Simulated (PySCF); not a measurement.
## A ladder of Hamiltonians for Tl⁷¹⁺ (thallium, charge +71)

Occupied: 1s1/2, 2s1/2, 2p1/2, 2p3/2. Hartree-Fock calculated with PySCF 2.14 in an uncontracted even-tempered set (16 s from 19 bohr⁻², ratio 2.7; 13 p from 23 bohr⁻², ratio 2.7), Gaussian nucleus throughout. NR is non-relativistic, sf-X2C the spin-free one-electron X2C Hamiltonian, X2C adds the bare one-electron spin-orbit term, X2C-SNSO screens it by Boettger's factors, DC is four-component Dirac-Coulomb, and the Gaunt and Breit terms are added at first order (total energies over the DC spinors, levels after relaxing the spinors in that mean field). QED terms are absent. Levels marked empty are virtual spinors of this ion.

```csv
level (eV),NR,sf-X2C,X2C,X2C-SNSO
1s1/2,-84082.5,-92774.4,-92746.2,-92747.7
2s1/2,-19251.9,-21790.5,-21783.5,-21783.8
2p1/2,-18830.4,-19687.9,-21282.3,-21233.8
2p3/2,-18830.4,-19687.9,-19080.6,-19094.6
3s1/2 (empty),-8066.5,-8885.1,-8883.8,-8883.9
3p1/2 (empty),-7930.2,-8282.8,-8714.7,-8701.8
3p3/2 (empty),-7930.2,-8282.8,-8114.8,-8118.7
```

Question: Where do the four-component calculations put these levels?

Answer: 1s1/2: DC -92867.3, DC+Gaunt -92548.8, DC+Breit -92569.6; 2s1/2: DC -21802.0, DC+Gaunt -21766.1, DC+Breit -21768.6; 2p1/2: DC -21248.7, DC+Gaunt -21185.7, DC+Breit -21191.7; 2p3/2: DC -19106.5, DC+Gaunt -19066.2, DC+Breit -19072.2; 3s1/2 (empty): DC -8888.3, DC+Gaunt -8878.5, DC+Breit -8879.8; 3p1/2 (empty): DC -8705.8, DC+Gaunt -8689.3, DC+Breit -8691.5; 3p3/2 (empty): DC -8121.2, DC+Gaunt -8110.6, DC+Breit -8112.8 (eV).

```tsv
Hamiltonian	E (hartree)	E − E(DC) (hartree)	CPU seconds
NR	-12426.0811	1131.4712	0.37
sf-X2C	-13522.4979	35.0544	0.27
X2C	-13551.5402	6.0121	0.28
X2C-SNSO	-13549.9854	7.5669	0.28
DC	-13557.5523	0.0000	14
DC+Gaunt	-13538.3442	19.2081	23
DC+Breit	-13539.9850	17.5673	64
```

Weight of the small component: 1s1/2 0.0953, 2s1/2 0.0226, 2p1/2 0.0225, 2p3/2 0.0200, 3s1/2 0.00903, 3p1/2 0.00891, 3p3/2 0.00827.

Koopmans' value for the highest occupied level at DC+Breit: 19072.2 eV, against an ionisation energy of 19070 ± 60 eV (theoretical estimate listed by NIST; NIST Atomic Spectra Database, ionization energies); the former lacks relaxation, correlation, QED and recoil.

The whole ladder took 110 s of wall time on 1 thread of Neoverse-N1 (shared host), launched as `OMP_NUM_THREADS=1 python relrun2.py TASK.json OUT` (a driver that calls PySCF for each Hamiltonian).
